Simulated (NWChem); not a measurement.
System: CH₂ClF; SMILES FCCl

Excerpt of the output:

```
             Northwest Computational Chemistry Package (NWChem) 7.3.0
             --------------------------------------------------------

                             Geometry "geometry" -> ""
                             -------------------------

 Output coordinates in angstroms (scale by  1.889725989 to convert to a.u.)

  No.       Tag          Charge          X              Y              Z
 ---- ---------------- ---------- -------------- -------------- --------------
    1 F                    9.0000     0.38919100     1.50579000     0.00000000
    2 C                    6.0000    -0.57154400     0.56504300     0.00000000
    3 Cl                  17.0000     0.13118600    -1.06286200     0.00000000
    4 H                    1.0000    -1.18506600     0.65982600     0.90784100
    5 H                    1.0000    -1.18506600     0.65982600    -0.90784100

 Effective nuclear repulsion energy (a.u.)     101.5275868794

                              NWChem Property Module
                              ----------------------

                                 NWChem DFT Module
                                 -----------------

 Summary of "ao basis" -> "ao basis" (spherical)
 ------------------------------------------------------------------------------
       Tag                 Description            Shells   Functions and Types
 ---------------- ------------------------------  ------  ---------------------
 F                           sto-3g                  3        5   2s1p
 C                           sto-3g                  3        5   2s1p
 Cl                          sto-3g                  5        9   3s2p
 H                           sto-3g                  1        1   1s

            General Information
            -------------------
          SCF calculation type: DFT
          Wavefunction type:  closed shell.
          No. of atoms     :     5
          No. of electrons :    34
           Alpha electrons :    17
            Beta electrons :    17
          Charge           :     0
          Spin multiplicity:     1
          Use of symmetry is: off; symmetry adaption is: off
          Maximum number of iterations: 150
          AO basis - number of functions:    21
                     number of shells:    13
          Convergence on energy requested:  1.00D-06
          Convergence on density requested:  1.00D-05
          Convergence on gradient requested:  5.00D-04

              XC Information
              --------------
                         B3LYP Method XC Potential
                     Hartree-Fock (Exact) Exchange  0.200
                        Slater Exchange Functional  0.800 local
                    Becke 1988 Exchange Functional  0.720 non-local
              Lee-Yang-Parr Correlation Functional  0.810
                  VWN I RPA Correlation Functional  0.190 local

             Grid Information
             ----------------
          Grid used for XC integration:  medium
          Radial quadrature: Mura-Knowles
          Angular quadrature: Lebedev.
          Tag              B.-S. Rad. Rad. Pts. Rad. Cut. Ang. Pts.
          ---              ---------- --------- --------- ---------
          F                   0.50       49           7.0       434
          C                   0.70       49           6.0       434
          Cl                  1.00       88           7.0       590
          H                   0.35       45           7.0       434
          Grid pruning is: on
          Number of quadrature shells:   276
          Spatial weights used:  Erf1

      Superposition of Atomic Density Guess
      -------------------------------------

 Sum of atomic energies:        -590.66440330

      Non-variational initial energy
      ------------------------------

 Total energy =    -590.845691
 1-e energy   =   -1022.390219
 2-e energy   =     330.016941
 HOMO         =      -0.246943
 LUMO         =       0.351765

   convergence    iter        energy       DeltaE   RMS-Dens  Diis-err
 ---------------- ----- ----------------- --------- --------- ---------
 d= 0,ls=0.0,diis     1   -592.2382688895 -6.94D+02  9.17D-02  7.75D-01
 d= 0,ls=0.0,diis     2   -592.1895141760  4.88D-02  4.97D-02  1.32D+00
 d= 0,ls=0.0,diis     3   -592.3825760303 -1.93D-01  6.35D-03  3.13D-03
 d= 0,ls=0.0,diis     4   -592.3831340763 -5.58D-04  2.23D-03  9.01D-04
 d= 0,ls=0.0,diis     5   -592.3833470871 -2.13D-04  9.65D-05  1.55D-06
 d= 0,ls=0.0,diis     6   -592.3833474275 -3.40D-07  1.55D-05  3.08D-08
 d= 0,ls=0.0,diis     7   -592.3833474366 -9.13D-09  5.63D-07  8.69D-11

         Total DFT energy =     -592.383347436607
      One electron energy =    -1021.682770426140
           Coulomb energy =      372.642703010861
    Exchange-Corr. energy =      -44.870866900715
 Nuclear repulsion energy =      101.527586879387

 Numeric. integr. density =       34.000000624033

                       DFT Final Molecular Orbital Analysis
                       ------------------------------------

[...]

 DFT Linear Response polarizability / au
 Frequency  =       0.0773000 / au
 Wavelength =     589.4353558 / nm
              X              Y              Z
 -----------------------------------------------
 X       7.6939539     -2.3877393     -0.0000000
 Y      -2.3878208     15.9478995      0.0000000
 Z      -0.0000000      0.0000000      6.0405843
 -----------------------------------------------
 Eigenvalues =       7.0529918     16.5888616      6.0405843
 Isotropic   =       9.8941459
 Anisotropic =      10.0802762
 -----------------------------------------------

 Magnetic Dipole Response Matrix (nonzero elements):

 Exiting AOResponse driver routine
```

Level: B3LYP/STO-3G. STO-3G and 3-21G are far too small for this property and stand as cheap habits. Coordinates come from a PBE0/def2-SVP optimisation.

### Question
Reconstruct the input file.

### Answer
This is not unique; one that fits is the input that was run:
```
start job
memory heap 200 mb stack 900 mb global 1100 mb
geometry units angstroms noautosym nocenter noautoz
  F      0.389191     1.505790     0.000000
  C     -0.571544     0.565043     0.000000
  Cl     0.131186    -1.062862     0.000000
  H     -1.185066     0.659826     0.907841
  H     -1.185066     0.659826    -0.907841
end
basis spherical
  F library sto-3g
  C library sto-3g
  Cl library sto-3g
  H library sto-3g
end
dft
  xc b3lyp
  iterations 150
end
property
  response 1 0.0773
end
task dft property
```
